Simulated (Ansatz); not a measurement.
Consider the formal exchange of groups at the Se–Ga bond: `[CH3][GaH][Se]C` + `CO[SiH](Cl)OC` → `CO[Si](Cl)(OC)[Se]C` + `[CH3][GaH2]`.

Gas-phase electronic energies from Ansatz, PBE0-D4/def2-TZVP geometries. CBS: MP2 limit from def2 TZ/QZ plus the TZ coupled-cluster correction, frozen cores. For Ga, Se outer-core shells are correlated without core-valence functions, which leaves a few kJ/mol of doubt a bond. Scalar relativity is left out up to krypton. One conformer a species, not always the lowest.

```csv
level,ΔE (kJ/mol)
SCS-MP2/def2-TZVPP,51.8
CCSD(T)/def2-TZVPP,51.3
MP2/CBS(def2),47.6
CCSD/CBS(def2),51.9
```

Q: What does CCSD(T)/CBS give? (Best estimate.)

A: Ansatz gave: +49.9 kJ/mol. The listed levels differ from it by 1.9, 1.4, -2.3, 2.0 kJ/mol.

Largest T1 diagnostic among the species: 0.012.

In def2-TZVPP, CCSD(T) changes the Hartree–Fock value by −12.6 kJ/mol (the triples alone add −2.0 kJ/mol) and MP2 by −15.0 kJ/mol. The D4 term adds −11.8 kJ/mol with B3LYP and −6.9 kJ/mol with PBE0; it sums over pairs of atoms, weighted by their polarisabilities, and B3LYP, whose exchange is more repulsive, gets the larger term.

B3LYP here is the variant with VWN-RPA as its local correlation; programs differ in this.
